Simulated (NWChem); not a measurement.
Program: NWChem. System: C₄H₁₀O, charge 1, spin multiplicity 2, at the geometry of a parent with another charge or spin, in a state set for the comparison that need not be this species' ground state. Its SCF solution wasn't tested for a lower state. Level: UB3LYP/def2-SVP, VWN1-RPA local correlation.

Job file:

```
start mol
memory heap 200 mb stack 900 mb global 1100 mb
charge 1
geometry units angstroms nocenter noautoz noautosym
  C      2.299339     0.411398    -0.136823
  C      0.813146     0.671970    -0.065594
  O      0.173294    -0.490629     0.381102
  C     -1.204725    -0.369131     0.603267
  C     -2.037902    -0.353101    -0.667128
  H      2.688493     0.128540     0.852493
  H      2.511560    -0.413385    -0.833238
  H      2.836709     1.306794    -0.482857
  H      0.601486     1.514455     0.627164
  H      0.437500     0.983260    -1.061465
  H     -1.417187     0.536805     1.209047
  H     -1.488350    -1.237748     1.219052
  H     -3.111002    -0.351601    -0.421209
  H     -1.824837    -1.245198    -1.275572
  H     -1.839873     0.536285    -1.284562
end
basis spherical
  * library def2-svp
end
dft
  xc b3lyp
  odft
  mult 2
  semidirect memsize 60000000 filesize 0
  iterations 100
end
task dft energy
```

Output (cleaned and shortened):

```
             Northwest Computational Chemistry Package (NWChem) 7.3.0
             --------------------------------------------------------

                                NWChem Input Module
                                -------------------

 Scaling coordinates for geometry "geometry" by  1.889725989
 (inverse scale =  0.529177249)

                             Geometry "geometry" -> ""
                             -------------------------

 Output coordinates in angstroms (scale by  1.889725989 to convert to a.u.)

  No.       Tag          Charge          X              Y              Z
 ---- ---------------- ---------- -------------- -------------- --------------
    1 C                    6.0000     2.29933900     0.41139800    -0.13682300
    2 C                    6.0000     0.81314600     0.67197000    -0.06559400
    3 O                    8.0000     0.17329400    -0.49062900     0.38110200
    4 C                    6.0000    -1.20472500    -0.36913100     0.60326700
    5 C                    6.0000    -2.03790200    -0.35310100    -0.66712800
    6 H                    1.0000     2.68849300     0.12854000     0.85249300
    7 H                    1.0000     2.51156000    -0.41338500    -0.83323800
    8 H                    1.0000     2.83670900     1.30679400    -0.48285700
    9 H                    1.0000     0.60148600     1.51445500     0.62716400
   10 H                    1.0000     0.43750000     0.98326000    -1.06146500
   11 H                    1.0000    -1.41718700     0.53680500     1.20904700
   12 H                    1.0000    -1.48835000    -1.23774800     1.21905200
   13 H                    1.0000    -3.11100200    -0.35160100    -0.42120900
   14 H                    1.0000    -1.82483700    -1.24519800    -1.27557200
   15 H                    1.0000    -1.83987300     0.53628500    -1.28456200

 Effective nuclear repulsion energy (a.u.)     191.9577035214

            Nuclear Dipole moment (a.u.)
            ----------------------------
        X                 Y               Z
 ---------------- ---------------- ----------------
    -0.0000018897    -0.0000170075     0.0000018897


 Summary of "ao basis" -> "" (spherical)
 ------------------------------------------------------------------------------
       Tag                 Description            Shells   Functions and Types
 ---------------- ------------------------------  ------  ---------------------
 *                          def2-svp                  on all atoms

                                 NWChem DFT Module
                                 -----------------

 Summary of "ao basis" -> "ao basis" (spherical)
 ------------------------------------------------------------------------------
       Tag                 Description            Shells   Functions and Types
 ---------------- ------------------------------  ------  ---------------------
 C                          def2-svp                 6       14   3s2p1d
 O                          def2-svp                 6       14   3s2p1d
 H                          def2-svp                 3        5   2s1p

 Summary of "ao basis" -> "ao basis" (spherical)
 ------------------------------------------------------------------------------
       Tag                 Description            Shells   Functions and Types
 ---------------- ------------------------------  ------  ---------------------
 C                          def2-svp                 6       14   3s2p1d
 O                          def2-svp                 6       14   3s2p1d
[...]
   111      0.175125  14 H  s                20     -0.166499   2 C  pz
   116     -0.159507  15 H  s                91      0.136199  10 H  s

 Vector   21  Occ=0.000000D+00  E=-4.398488D-01
              MO Center= -7.1D-02, -9.8D-02,  2.0D-01, r^2= 2.3D+00
   Bfn.  Coefficient  Atom+Function         Bfn.  Coefficient  Atom+Function
  ----- ------------  ---------------      ----- ------------  ---------------
    34      0.502083   3 O  pz               37      0.383468   3 O  pz
    91      0.215203  10 H  s                86     -0.183847   9 H  s
    62      0.166771   5 C  pz               20     -0.164871   2 C  pz
    48     -0.159929   4 C  pz               92      0.151021  10 H  s
    96     -0.132261  11 H  s                59      0.131550   5 C  s

 Vector   22  Occ=0.000000D+00  E=-1.316857D-01
              MO Center= -4.3D-01,  7.7D-01,  9.4D-02, r^2= 5.6D+00
   Bfn.  Coefficient  Atom+Function         Bfn.  Coefficient  Atom+Function
  ----- ------------  ---------------      ----- ------------  ---------------
    17      1.045537   2 C  s                87     -0.825505   9 H  s
    97     -0.800544  11 H  s                92     -0.794055  10 H  s
    45      0.783924   4 C  s                22      0.594031   2 C  py
    59      0.579411   5 C  s               117     -0.487025  15 H  s
    31      0.410221   3 O  s                49     -0.381404   4 C  px

 Vector   23  Occ=0.000000D+00  E=-1.019251D-01
              MO Center= -2.3D-01,  4.2D-01, -5.6D-01, r^2= 4.9D+00
   Bfn.  Coefficient  Atom+Function         Bfn.  Coefficient  Atom+Function
  ----- ------------  ---------------      ----- ------------  ---------------
    59      1.118539   5 C  s                92     -1.036070  10 H  s
    17      0.801866   2 C  s                31     -0.801517   3 O  s
   117     -0.697954  15 H  s                49      0.649385   4 C  px
    45     -0.498838   4 C  s                 3      0.461529   1 C  s
    77     -0.438585   7 H  s                21     -0.435393   2 C  px

   alpha - beta orbital overlaps
   -----------------------------

   alpha      1      2      3      4      5      6      7      8      9     10
    beta      1      2      3      4      5      6      7      8      9     10
 overlap   1.000  1.000  1.000  1.000  1.000  0.999  1.000  0.998  0.995  0.994

   alpha     11     12     13     14     15     16     17     18     19     20
    beta     11     13     12     14     15     16     17     21     18     19
 overlap   0.856  0.788  0.945  0.916  0.894  0.884  0.935  0.536  0.873  0.861

   alpha     21     22     23     24     25     26     27     28     29     30
    beta     20     22     23     24     25     26     27     28     29     30
 overlap   0.791  0.999  0.992  0.997  0.939  0.944  0.991  0.988  0.992  0.982

   alpha     31     32     33     34     35     36     37     38     39     40
    beta     31     32     33     34     35     36     37     38     39     40
 overlap   0.983  0.989  0.993  0.978  0.979  0.999  0.728  0.756  0.946  0.991

   alpha     41     42     43     44     45     46     47     48     49     50
    beta     41     42     43     44     45     46     47     48     49     50
 overlap   0.937  0.940  0.998  0.994  0.996  0.981  0.986  0.967  0.969  0.983

   alpha     51     52     53     54     55     56     57     58     59     60
    beta     51     52     53     54     55     56     57     58     59     60
 overlap   0.986  0.996  0.995  0.997  0.993  0.992  0.998  0.999  0.999  0.997

   alpha     61     62     63     64     65     66     67     68     69     70
    beta     61     63     62     64     65     66     67     68     69     70
 overlap   0.996  0.768  0.778  0.998  0.991  0.976  0.965  0.997  0.997  0.999

   alpha     71     72     73     74     75     76     77     78     79     80
    beta     71     72     73     74     75     76     77     78     79     80
 overlap   0.999  0.990  0.915  0.829  0.912  0.998  0.998  0.999  0.997  0.992

   alpha     81     82     83     84     85     86     87     88     89     90
    beta     81     82     83     84     85     86     87     88     89     90
 overlap   0.977  0.931  0.957  0.984  0.963  0.976  0.998  0.999  0.997  0.997

   alpha     91     92     93     94     95     96     97     98     99    100
    beta     91     92     93     94     95     96     97     98     99    100
 overlap   0.999  0.998  0.999  0.999  0.998  0.998  0.999  0.999  0.999  0.998

   alpha    101    102    103    104    105    106    107    108    109    110
    beta    101    102    103    104    105    106    107    108    109    110
 overlap   1.000  0.997  0.995  0.997  0.997  0.989  0.986  0.992  0.992  0.982

   alpha    111    112    113    114    115    116    117    118    119    120
    beta    111    112    113    114    115    116    117    118    119    120
 overlap   0.987  0.981  0.991  0.975  0.981  0.988  0.981  0.996  0.997  1.000

     --------------------------
     Expectation value of S2:
     --------------------------
      <S2> =      0.7538 (Exact =     0.7500)

 center of mass
 --------------
 x =   0.01530388 y =  -0.04444046 z =   0.03668198

 moments of inertia (a.u.)
 ------------------
         161.870531054885        -137.169258683976         -19.455862344128
        -137.169258683976         728.943585097794          14.607671938460
         -19.455862344128          14.607671938460         734.180226745116

     Multipole analysis of the density
     ---------------------------------

     L   x y z        total         alpha         beta         nuclear
     -   - - -        -----         -----         ----         -------
     0   0 0 0      1.000000    -21.000000    -20.000000     42.000000

     1   1 0 0     -0.474890     -0.179354     -0.295535     -0.000002
     1   0 1 0      0.484681      0.353146      0.131552     -0.000017
     1   0 0 1      0.064024     -0.163401      0.227423      0.000002

     2   2 0 0    -12.137177   -208.249566   -204.949644    401.062034
     2   1 1 0      2.875471    -40.027577    -39.502665     82.405714
     2   1 0 1     -0.519374     -6.349385     -6.073549     11.903560
     2   0 2 0    -20.106784    -39.939560    -37.852524     57.685300
     2   0 1 1     -0.166266      3.850097      3.496875     -7.513238
     2   0 0 2    -19.893175    -39.150712    -36.917804     56.175341

 Task  times  cpu:       31.1s     wall:       31.1s

 Total times  cpu:       31.1s     wall:       31.1s
```
